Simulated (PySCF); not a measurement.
Be(Br)(GeH3) (BeBrGeH₃), SMILES [GeH3][Be][Br]. Coordinates come from a ωB97X-D3(BJ)/def2-TZVP optimisation.

These are ωB97X-D3(BJ)/def2-TZVP (PySCF) values and carry that method's errors.

Harmonic wavenumbers (cm⁻¹): 161, 161, 205, 457, 457, 822, 908, 908, 914, 2162, 2162, 2165. Rotational constants (GHz): 82.25, 0.7438, 0.7438; symmetry number 3.

Work out the zero-point energy and the ideal-gas rigid-rotor harmonic-oscillator thermochemistry at 298.15 K and 1 atm.

ZPE = ½ Σ hcν = ½ × 11484 cm⁻¹ = 68.69 kJ/mol. H − E(el) = 85.29 kJ/mol. Entropy in J/(mol K): translation 172.39, rotation 101.16, vibration 38.93, total 312.48. G − E(el) = -7.87 kJ/mol. Cp = 76.75 J/(mol K).
